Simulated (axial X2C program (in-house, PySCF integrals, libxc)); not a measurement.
Which molecule has these constants?

All values come from calculations with an axial X2C code built on PySCF integrals, spin-free (one-electron X2C) or two-component (2c: spin–orbit coupling with atomic mean-field Coulomb and Gaunt terms, which also bring small scalar terms), in Dyall basis sets with cores contracted in-house; open shells are unrestricted.

A two-component PBE0 calculation in a Dyall 3-zeta basis gave Re = 3.494 Å, ωe = 92.2 cm⁻¹, De = 0.29 eV, Ω = 1.

Problem. Which molecule is it?
A. PdS⁺
B. MoS⁺
C. RbS⁺
D. YS⁺
E. TcS⁺

Solution. C. The others have TcS⁺ 2.100 Å and 439.7 cm⁻¹ (Ω = 1); YS⁺ 2.209 Å and 549.4 cm⁻¹ (Ω = 0); PdS⁺ 2.123 Å and 393.2 cm⁻¹ (Ω = 3/2); MoS⁺ 2.059 Å and 516.1 cm⁻¹ (Ω = 3/2).

Each entry is the lowest single determinant of a limited PBE0 search at one distance. De goes to single-determinant-based atoms at the same level (for ions the charge split of lowest energy) and is withheld (n/a) where an atom does not fit its ground term or J level. Main or longest-lived isotopes. One determinant is a doubtful description, or other states lie close, for RbS⁺, TcS⁺, PdS⁺, MoS⁺; these need not be ground states, and all values refer to the states named. Some open-shell Ω = 0 determinants are out of reach, so the Ω given for RbS⁺, TcS⁺ need not be the lowest component. With several unpaired electrons the Ω given is that of one determinant, not necessarily of the lowest component. Some light 2c atoms are not at their ground J level, so De misses part of their lowering (0.04 eV or less). The functionals have no current term, which raises determinants with orbital currents.
